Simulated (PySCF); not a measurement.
Ge(H)2(Cl)(vinyl) (C₂H₅ClGe), SMILES [Cl][GeH2][CH]=C.

Geometry: r2SCAN-D4/def2-SVP. This is a generated structure with no PubChem entry under its InChIKey; it may be hypothetical. Other conformers were not sampled.

Method: TDA-PBE0/def2-SVPD in PySCF.

Vertical excitations. The molecule is in vacuum. State labels are in the subgroup Cs.

Computed excitation energies, oscillator strengths and character:
```tsv
state	symmetry	energy (eV)	λ (nm)	f	main pairs
S1	A"	6.61	188	0.007	HOMO→LUMO+1 95 %
S2	A"	6.65	186	0.002	HOMO−1→LUMO 83 %, HOMO−3→LUMO 14 %
S3	A'	6.93	179	0.007	HOMO−1→LUMO+1 85 %
S4	A"	6.97	178	0.011	HOMO−2→LUMO+1 93 %
S5	A'	7.02	177	0.079	HOMO−2→LUMO 69 %, HOMO→LUMO 18 %, HOMO−1→LUMO+1 12 %
S6	A"	7.43	167	0.000	HOMO−3→LUMO 73 %, HOMO−1→LUMO 13 %, HOMO→LUMO+2 12 %
S7	A"	7.48	166	0.001	HOMO→LUMO+2 81 %
S8	A'	7.67	162	0.335	HOMO→LUMO 57 %, HOMO−2→LUMO 16 %, HOMO−3→LUMO+1 15 %
S9	A"	7.94	156	0.032	HOMO→LUMO+3 84 %
S10	A'	7.96	156	0.093	HOMO−3→LUMO+1 61 %, HOMO−1→LUMO+2 21 %, HOMO→LUMO 9 %
T1	A'	4.20	295	0	HOMO→LUMO 90 %
T2	A"	6.12	203	0	HOMO−1→LUMO 67 %, HOMO−3→LUMO 31 %
T3	A"	6.31	196	0	HOMO→LUMO+1 51 %, HOMO−2→LUMO+1 46 %
T4	A'	6.49	191	0	HOMO−1→LUMO+1 94 %
```
Triplets are in the Tamm–Dancoff approximation.
